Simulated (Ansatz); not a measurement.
Ansatz (a program for electronic structure) input (B3LYP-D3(BJ)/def2-TZVP):

Ansatz 0.2 input:
```yaml
crystal:
  periodic: [false, false, false]
  atoms:
    - {symbol: C, position_ang: [-0.70583532, -0.33943831, -0.62108635]}
    - {symbol: C, position_ang: [-1.31256885, 1.00222907, -0.84455458]}
    - {symbol: C, position_ang: [-1.56391205, -1.44235629, -0.10568798]}
    - {symbol: C, position_ang: [0.78327126, -0.43214677, -0.45764110]}
    - {symbol: C, position_ang: [1.21904126, 0.03817444, 0.90834876]}
    - {symbol: C, position_ang: [1.92910642, 1.13401479, 1.14449805]}
    - {symbol: H, position_ang: [-1.44425902, 1.55450737, 0.09915756]}
    - {symbol: H, position_ang: [-0.68483800, 1.62736178, -1.48407883]}
    - {symbol: H, position_ang: [-2.30166850, 0.92289885, -1.30256073]}
    - {symbol: H, position_ang: [-2.54093458, -1.45266235, -0.59589390]}
    - {symbol: H, position_ang: [-1.76262143, -1.34169259, 0.97397010]}
    - {symbol: H, position_ang: [-1.09662913, -2.41959310, -0.24911506]}
    - {symbol: H, position_ang: [1.10487247, -1.46952661, -0.60024141]}
    - {symbol: H, position_ang: [1.28530552, 0.17629335, -1.21612667]}
    - {symbol: H, position_ang: [0.87671746, -0.56398314, 1.74582389]}
    - {symbol: H, position_ang: [2.18570081, 1.44071763, 2.15060960]}
    - {symbol: H, position_ang: [2.28373809, 1.76281735, 0.33519465]}
basis:
  gaussian:
    orbitals: def2-TZVP
hamiltonian:
  xc: b3lyp
  dispersion: d3bj
magnetization: {spin_polarized: true, initial_magnetization: 1}
phonons: {temperatures: {t_min: 298.15, t_max: 298.15, t_step: 100}}
```

Output:

```
Functional definition: B3LYP
integrals: 0.19 GiB planned
1564 factors; their error is unknown
0.36 GiB of the device are held for the grids
1.52 GiB of device memory are held for the factors and their scratch space
mean field: 1.80 GiB planned
mean field evaluation 1: about -6386.2825 eV, gradient 5.8e1 eV
mean field evaluation 2: about -6376.7480 eV, gradient 7.0e1 eV
mean field evaluation 4: about -6402.1813 eV, gradient 6.1e0 eV
mean field evaluation 8: about -6402.3514 eV, gradient 1.1e-1 eV
mean field evaluation 16: about -6402.3166 eV, gradient 1.0e-3 eV
mean field -6402.31660104 eV, -235.2807954421 hartree, gradient 6.5e-5 eV, S^2 0.754205; 0 other end points of the search recorded, 0 dependent functions left out
the calculation of the forces begins
reference -6402.31692619 eV, -235.2808073913 hartree; 24, 23 occupied and 228, 229 virtual orbitals, 1564 factors
these checks for a lower state are left out or cut short: stability, starts, cluster_reference, orbital_swaps, neighbouring_geometries, increment
integrals: 0.19 GiB planned
1564 factors; their error is unknown
0.36 GiB of the device are held for the grids
1.52 GiB of device memory are held for the factors and their scratch space
mean field: 1.80 GiB planned
mean field -6402.31641482 eV, -235.2807885988 hartree, gradient 1.6e-6 eV, S^2 0.754204; 0 other end points of the search recorded, 0 dependent functions left out
the calculation of the forces begins
reference -6402.31673996 eV, -235.2808005476 hartree; 24, 23 occupied and 228, 229 virtual orbitals, 1564 factors
these checks for a lower state are left out or cut short: stability, starts, cluster_reference, orbital_swaps, neighbouring_geometries, increment
integrals: 0.19 GiB planned
1564 factors; their error is unknown
0.36 GiB of the device are held for the grids
1.52 GiB of device memory are held for the factors and their scratch space
mean field: 1.80 GiB planned
mean field evaluation 32: about -6402.3165 eV, gradient 5.2e-4 eV
mean field -6402.31648065 eV, -235.2807910178 hartree, gradient 1.6e-6 eV, S^2 0.754206; 0 other end points of the search recorded, 0 dependent functions left out
the calculation of the forces begins
reference -6402.31680581 eV, -235.2808029672 hartree; 24, 23 occupied and 228, 229 virtual orbitals, 1564 factors
these checks for a lower state are left out or cut short: stability, starts, cluster_reference, orbital_swaps, neighbouring_geometries, increment
integrals: 0.19 GiB planned
1564 factors; their error is unknown
0.36 GiB of the device are held for the grids
1.52 GiB of device memory are held for the factors and their scratch space
mean field: 1.80 GiB planned
mean field -6402.31643537 eV, -235.2807893541 hartree, gradient 1.6e-6 eV, S^2 0.754208; 0 other end points of the search recorded, 0 dependent functions left out
the calculation of the forces begins
reference -6402.31676053 eV, -235.2808013033 hartree; 24, 23 occupied and 228, 229 virtual orbitals, 1564 factors
these checks for a lower state are left out or cut short: stability, starts, cluster_reference, orbital_swaps, neighbouring_geometries, increment
integrals: 0.19 GiB planned
1564 factors; their error is unknown
0.36 GiB of the device are held for the grids
1.52 GiB of device memory are held for the factors and their scratch space
mean field: 1.80 GiB planned
mean field -6402.31646917 eV, -235.2807905958 hartree, gradient 1.6e-6 eV, S^2 0.754202; 0 other end points of the search recorded, 0 dependent functions left out
[...]
reference -6402.31689723 eV, -235.2808063269 hartree; 24, 23 occupied and 228, 229 virtual orbitals, 1564 factors
these checks for a lower state are left out or cut short: stability, starts, cluster_reference, orbital_swaps, neighbouring_geometries, increment
integrals: 0.19 GiB planned
1564 factors; their error is unknown
0.36 GiB of the device are held for the grids
1.52 GiB of device memory are held for the factors and their scratch space
mean field: 1.80 GiB planned
mean field evaluation 672: about -6402.3166 eV, gradient 1.6e-6 eV
mean field -6402.31659359 eV, -235.2807951685 hartree, gradient 1.6e-6 eV, S^2 0.754205; 0 other end points of the search recorded, 0 dependent functions left out
the calculation of the forces begins
reference -6402.31691875 eV, -235.2808071179 hartree; 24, 23 occupied and 228, 229 virtual orbitals, 1564 factors
these checks for a lower state are left out or cut short: stability, starts, cluster_reference, orbital_swaps, neighbouring_geometries, increment
integrals: 0.19 GiB planned
1564 factors; their error is unknown
0.36 GiB of the device are held for the grids
1.52 GiB of device memory are held for the factors and their scratch space
mean field: 1.80 GiB planned
mean field -6402.31656700 eV, -235.2807941913 hartree, gradient 1.6e-6 eV, S^2 0.754205; 0 other end points of the search recorded, 0 dependent functions left out
the calculation of the forces begins
reference -6402.31689215 eV, -235.2808061401 hartree; 24, 23 occupied and 228, 229 virtual orbitals, 1564 factors
these checks for a lower state are left out or cut short: stability, starts, cluster_reference, orbital_swaps, neighbouring_geometries, increment
integrals: 0.19 GiB planned
1564 factors; their error is unknown
0.36 GiB of the device are held for the grids
1.52 GiB of device memory are held for the factors and their scratch space
mean field: 1.80 GiB planned
mean field -6402.31652056 eV, -235.2807924844 hartree, gradient 1.6e-6 eV, S^2 0.754205; 0 other end points of the search recorded, 0 dependent functions left out
the calculation of the forces begins
reference -6402.31684577 eV, -235.2808044360 hartree; 24, 23 occupied and 228, 229 virtual orbitals, 1564 factors
these checks for a lower state are left out or cut short: stability, starts, cluster_reference, orbital_swaps, neighbouring_geometries, increment
integrals: 0.19 GiB planned
1564 factors; their error is unknown
0.36 GiB of the device are held for the grids
1.52 GiB of device memory are held for the factors and their scratch space
mean field: 1.80 GiB planned
mean field -6402.31648955 eV, -235.2807913451 hartree, gradient 1.6e-6 eV, S^2 0.754205; 0 other end points of the search recorded, 0 dependent functions left out
the calculation of the forces begins
reference -6402.31681464 eV, -235.2808032918 hartree; 24, 23 occupied and 228, 229 virtual orbitals, 1564 factors
these checks for a lower state are left out or cut short: stability, starts, cluster_reference, orbital_swaps, neighbouring_geometries, increment
integrals: 0.19 GiB planned
1564 factors; their error is unknown
0.36 GiB of the device are held for the grids
1.52 GiB of device memory are held for the factors and their scratch space
mean field: 1.80 GiB planned
mean field -6402.31661225 eV, -235.2807958542 hartree, gradient 1.6e-6 eV, S^2 0.754205; 0 other end points of the search recorded, 0 dependent functions left out
the calculation of the forces begins
reference -6402.31693743 eV, -235.2808078044 hartree; 24, 23 occupied and 228, 229 virtual orbitals, 1564 factors
these checks for a lower state are left out or cut short: stability, starts, cluster_reference, orbital_swaps, neighbouring_geometries, increment
integrals: 0.19 GiB planned
1564 factors; their error is unknown
0.36 GiB of the device are held for the grids
1.52 GiB of device memory are held for the factors and their scratch space
mean field: 1.80 GiB planned
mean field evaluation 704: about -6402.3166 eV, gradient 5.2e-4 eV
mean field -6402.31655088 eV, -235.2807935989 hartree, gradient 1.6e-6 eV, S^2 0.754205; 0 other end points of the search recorded, 0 dependent functions left out
the calculation of the forces begins
reference -6402.31687600 eV, -235.2808055469 hartree; 24, 23 occupied and 228, 229 virtual orbitals, 1564 factors
these checks for a lower state are left out or cut short: stability, starts, cluster_reference, orbital_swaps, neighbouring_geometries, increment
integrals: 0.19 GiB planned
1564 factors; their error is unknown
0.36 GiB of the device are held for the grids
1.52 GiB of device memory are held for the factors and their scratch space
mean field: 1.80 GiB planned
mean field -6402.31658154 eV, -235.2807947256 hartree, gradient 1.6e-6 eV, S^2 0.754205; 0 other end points of the search recorded, 0 dependent functions left out
the calculation of the forces begins
reference -6402.31690673 eV, -235.2808066760 hartree; 24, 23 occupied and 228, 229 virtual orbitals, 1564 factors
these checks for a lower state are left out or cut short: stability, starts, cluster_reference, orbital_swaps, neighbouring_geometries, increment
integrals: 0.19 GiB planned
1564 factors; their error is unknown
0.36 GiB of the device are held for the grids
1.52 GiB of device memory are held for the factors and their scratch space
mean field: 1.80 GiB planned
mean field -6402.31653208 eV, -235.2807929079 hartree, gradient 1.6e-6 eV, S^2 0.754205; 0 other end points of the search recorded, 0 dependent functions left out
the calculation of the forces begins
reference -6402.31685720 eV, -235.2808048558 hartree; 24, 23 occupied and 228, 229 virtual orbitals, 1564 factors
these checks for a lower state are left out or cut short: stability, starts, cluster_reference, orbital_swaps, neighbouring_geometries, increment
integrals: 0.19 GiB planned
1564 factors; their error is unknown
0.36 GiB of the device are held for the grids
1.52 GiB of device memory are held for the factors and their scratch space
mean field: 1.80 GiB planned
mean field -6402.31654242 eV, -235.2807932880 hartree, gradient 1.6e-6 eV, S^2 0.754205; 0 other end points of the search recorded, 0 dependent functions left out
the calculation of the forces begins
reference -6402.31686754 eV, -235.2808052360 hartree; 24, 23 occupied and 228, 229 virtual orbitals, 1564 factors
these checks for a lower state are left out or cut short: stability, starts, cluster_reference, orbital_swaps, neighbouring_geometries, increment
integrals: 0.19 GiB planned
1564 factors; their error is unknown
0.36 GiB of the device are held for the grids
1.52 GiB of device memory are held for the factors and their scratch space
mean field: 1.80 GiB planned
mean field -6402.31652605 eV, -235.2807926864 hartree, gradient 1.6e-6 eV, S^2 0.754205; 0 other end points of the search recorded, 0 dependent functions left out
the calculation of the forces begins
reference -6402.31685124 eV, -235.2808046367 hartree; 24, 23 occupied and 228, 229 virtual orbitals, 1564 factors
Total energy: -6402.93536059 eV, -235.3035344360 hartree
Atom 0 at    -0.705835    -0.339438    -0.621086 Å, force     0.000627     0.000031     0.000359 eV/Å
Atom 1 at    -1.312569     1.002229    -0.844555 Å, force    -0.000338    -0.000395    -0.000365 eV/Å
Atom 2 at    -1.563912    -1.442356    -0.105688 Å, force     0.000267    -0.000278    -0.000480 eV/Å
Atom 3 at     0.783271    -0.432147    -0.457641 Å, force    -0.001066     0.000009    -0.000544 eV/Å
Atom 4 at     1.219041     0.038174     0.908349 Å, force     0.000465     0.000383     0.000515 eV/Å
Atom 5 at     1.929106     1.134015     1.144498 Å, force    -0.000164     0.000033     0.001187 eV/Å
Atom 6 at    -1.444259     1.554507     0.099158 Å, force     0.000104     0.000056     0.000441 eV/Å
Atom 7 at    -0.684838     1.627362    -1.484079 Å, force     0.000291     0.000266    -0.000270 eV/Å
Atom 8 at    -2.301668     0.922899    -1.302561 Å, force    -0.000202    -0.000044     0.000003 eV/Å
Atom 9 at    -2.540935    -1.452662    -0.595894 Å, force    -0.000234    -0.000066     0.000001 eV/Å
Atom 10 at    -1.762621    -1.341693     0.973970 Å, force    -0.000298     0.000267     0.000495 eV/Å
Atom 11 at    -1.096629    -2.419593    -0.249115 Å, force     0.000075     0.000106     0.000005 eV/Å
Atom 12 at     1.104872    -1.469527    -0.600241 Å, force     0.000206    -0.000195    -0.000038 eV/Å
Atom 13 at     1.285306     0.176293    -1.216127 Å, force     0.000296     0.000253     0.000179 eV/Å
Atom 14 at     0.876717    -0.563983     1.745824 Å, force    -0.000263    -0.000469    -0.000265 eV/Å
Atom 15 at     2.185701     1.440718     2.150610 Å, force    -0.000015     0.000031    -0.000836 eV/Å
Atom 16 at     2.283738     1.762817     0.335195 Å, force     0.000247     0.000010    -0.000387 eV/Å
Dipole moment:    -0.069755    -0.031444     0.007356 e Å
Vibrations: 52.30 82.34 119.66 123.95 189.46 340.90 362.65 398.58 448.33 646.76 782.38 909.46 917.46 942.86 945.80 990.02 1006.74 1028.78 1053.81 1087.14 1211.74 1277.11 1308.99 1327.55 1331.64 1398.10 1413.90 1451.99 1468.19 1471.15 1476.20 1483.22 1492.30 1696.15 2931.39 2945.71 3002.15 3033.73 3037.25 3045.12 3078.46 3081.72 3127.21 3134.65 3212.31 cm⁻¹, zero-point energy 4.083253 eV
```

It need not be the lowest isomer of its formula.
